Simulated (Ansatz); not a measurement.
Ideal-gas functions of BFH4OSSi, SMILES `FB(S)O[SiH3]` at 600 K and 1 bar, from an Ansatz frequency run at PBE0-D4/def2-TZVP.

Molar mass 109.99 g/mol, point group Cs (symmetry number 1), electronic degeneracy 1, moments of inertia 107.986, 261.157, 363.181 u Å². Harmonic wavenumbers (cm⁻¹, unscaled): 37, 90, 102, 310, 347, 379, 552, 581, 727, 730, 817, 914, 950, 956, 972, 1252, 1446, 2238, 2256, 2258, 2726.

Use S(trans) = R[1.5 ln M + 2.5 ln T − 1.1517]; rotational temperatures θ = 24.2544 K / I; S(rot) = R[ln(√π/σ · √(T³/θAθBθC)) + 1.5]; for each mode x = 1.438777 ν̃/T, S = R[x/(eˣ − 1) − ln(1 − e⁻ˣ)] and H = RT x/(eˣ − 1); 1 cm⁻¹ = 0.0119627 kJ/mol; R = 8.31446 J/(mol·K).

Q: By hand: the entropy, in J/(mol·K).

A: Translation 182.0. Rotation: θ = 0.2246, 0.0929, 0.0668 K, giving 124.3. Vibration, mode by mode: 28.46, 21.08, 20.04, 10.97, 10.08, 9.39, 6.56, 6.20, 4.67, 4.65, 3.94, 3.28, 3.06, 3.03, 2.94, 1.73, 1.19, 0.25, 0.24, 0.24, 0.09, in all 142.1. Electronic 0.0. Sum 448.4 J/(mol·K).

Q: By hand: H − E and G − E in kJ/mol, counted from the electronic energy.

A: Zero-point energy ½ × 20640 × 0.0119627 = 123.5; thermal vibration 40.2; translation, rotation and pV give 4 RT = 20.0. H − E = 183.7 kJ/mol, and G − E = 183.7 − 600 × 448.4/1000 = -85.3 kJ/mol.

Vibration gives 32 % of the entropy, 69.6 J/(mol·K) of it from the modes under 150 cm⁻¹: soft modes count most, and the harmonic formula is weakest for them. The sum counts one conformer and one mirror image; others add a mixing term.
